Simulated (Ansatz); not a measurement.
Stepwise reaction of `[OH][Ge]([OH])([Cl])[Cl]` with hydrogen, as a gas-phase model of exchange steps in deposition or etching. ΔE in kJ/mol.

Isolated molecules relaxed with PBE0-D4/def2-TZVP in Ansatz; ΔE leaves out vibrations. CBS: MP2 limit from def2 TZ/QZ plus the TZ coupled-cluster correction, frozen cores. This one scheme is used for every species. DFT in def2-TZVPP. B3LYP here is the variant with VWN-RPA as its local correlation; programs differ in this. For Ge outer-core shells are correlated without core-valence functions, which leaves a few kJ/mol of doubt a bond. Scalar relativity is left out up to krypton. One conformer a species, not always the lowest.

```csv
step,reaction,PBE-D4,B3LYP-D4,ωB97M-V,CCSD(T)/CBS
2,`[OH][GeH]([OH])[Cl]` + H₂ → `[OH][GeH2][OH]` + HCl,74.0,73.5,73.6,71.2
```

(1) Give the row of step 1, `[OH][Ge]([OH])([Cl])[Cl]` + H₂ → `[OH][GeH]([OH])[Cl]` + HCl. (Estimate.)

(2) By hand: ΔE of the 2 steps together at CCSD(T)/CBS.

Answers

(1) Ansatz gave: 
| step | reaction | PBE-D4 | B3LYP-D4 | ωB97M-V | CCSD(T)/CBS |
| --- | --- | --- | --- | --- | --- |
| 1 | `[OH][Ge]([OH])([Cl])[Cl]` + H₂ → `[OH][GeH]([OH])[Cl]` + HCl | 50.3 | 50.1 | 49.5 | 47.8 |

(2) (47.8) + (71.2) = 119.0 kJ/mol, or 59.5 kJ/mol a step.

In ΔE each step is higher than the one before. All are uphill at CCSD(T)/CBS. PBE-D4 differs from CCSD(T)/CBS by 2.5 to 2.8 kJ/mol a step. Isolated molecules leave out the surface, adducts and barriers. Largest T1 diagnostic: 0.012.
